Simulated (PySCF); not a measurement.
**Working out the ionisation energy of Xe**

Xe [Xe] (1S) → Xe⁺ [Kr] 4d10 5s2 5p5 (2P). All numbers are calculated (PySCF 2.14, a scalar-relativistic core potential, in cc-pVDZ-PP with ECP28MDF). Frozen: 4s2 4p6 4d10. Energies in hartree (1 hartree = 27.21139 eV):

```json
{"part": "UHF", "Xe (lower)": "-328.290852", "Xe⁺ (upper)": "-327.864945"}
{"part": "CCSD correlation", "Xe (lower)": "-0.108203", "Xe⁺ (upper)": "-0.090579"}
{"part": "(T)", "Xe (lower)": "-0.000693", "Xe⁺ (upper)": "-0.000722"}
```

Q: What does Hartree-Fock give?

A: (-327.864945) − (-328.290852) = 0.425907 hartree = 11.590 eV.

Q: What do CCSD and CCSD(T) give?

A: The CCSD correlation energies differ by 0.017624 hartree = 0.480 eV and the triples by -0.000029 hartree = -0.001 eV, so CCSD gives 12.070 eV and CCSD(T) 12.069 eV.

Measured between the centres of the two terms (NIST): 12.565 eV, so CCSD(T) (valence) is off by -0.496 eV.

A double-zeta basis recovers only part of the correlation energy.

What remains against the reference includes basis incompleteness, the frozen core and higher excitations.
